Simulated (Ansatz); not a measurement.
H2O, charge +1, doublet, at a GFN2-xTB geometry (a state made from the parent by changing its charge; the spin is typed, not shown lowest); HF/def2-SV(P) (Ansatz, a program for electronic structure).

Ansatz was given this input:
Ansatz 0.2 input:
```yaml
crystal:
  periodic: [false, false, false]
  atoms:
    - {symbol: O, position_ang: [0.00304205, 0.09881265, 0.01236920]}
    - {symbol: H, position_ang: [-0.88496403, -0.36772186, -0.05473967]}
    - {symbol: H, position_ang: [0.86062761, -0.42277933, -0.04421396]}
basis:
  gaussian:
    orbitals: def2-SV_P_.json
hamiltonian:
  xc: hf
total_charge: 1
magnetization: {spin_polarized: true, initial_magnetization: 1}
```
The basis file holds def2-SV(P) in the JSON format of the Basis Set Exchange.

The log (banner, timings and long lists left out):

```
Functional definition: HF
190 factors; integrals over basis functions are off by at most 5.1e-4 eV
mean field evaluation 1: about -2053.2573 eV, gradient 2.4e1 eV
mean field evaluation 2: about -2053.2567 eV, gradient 2.4e1 eV
mean field evaluation 4: about -2055.5014 eV, gradient 1.1e0 eV
mean field evaluation 8: about -2055.5108 eV, gradient 1.1e-3 eV
mean field evaluation 16: about -2055.0422 eV, gradient 1.5e0 eV
mean field -2055.51078668 eV, -75.5386281353 hartree, gradient 6.0e-6 eV, S^2 0.757716; 0 other end points of the search recorded, 0 dependent functions left out
reference -2055.51078668 eV, -75.5386281353 hartree; 5, 4 occupied and 13, 14 virtual orbitals, 190 factors
Total energy: -2055.51078668 eV, -75.5386281353 hartree
```
